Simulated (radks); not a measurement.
The mean radii <r> (bohr) of the occupied orbitals of an atom or ion are listed with their occupations. Calculated with a radial shooting solver on a logarithmic mesh with Libxc functionals: Dirac Kohn-Sham, RPBE, spin-unpolarised, spherical densities, finite nucleus; Fermi nuclear charge, rms radius of each element as measured or else 0.836 A^(1/3) + 0.57 fm.

orbital  occ.      <r>
1s1/2       2  0.08102
2s1/2       2   0.3872
2p1/2       2   0.3487
2p3/2       4   0.3512
3s1/2       2    1.268
3p1/2       2    1.428
3p3/2       4    1.436
4s1/2       1    5.096

Name the element and its charge. Open shells, if any, fill j = l - 1/2 first.

Answer. Z = 19, potassium, charge 0: K in [Ar] 4s1. The 1s radius gives Z: for a bare nucleus <r> = (2 gamma + 1)/(2Z) with gamma = sqrt(1 - (Z/c)^2), 0.07844 bohr for Z = 19, and screening makes it slightly larger (0.08102 here). The occupations add up to 19, and the charge is Z minus that.
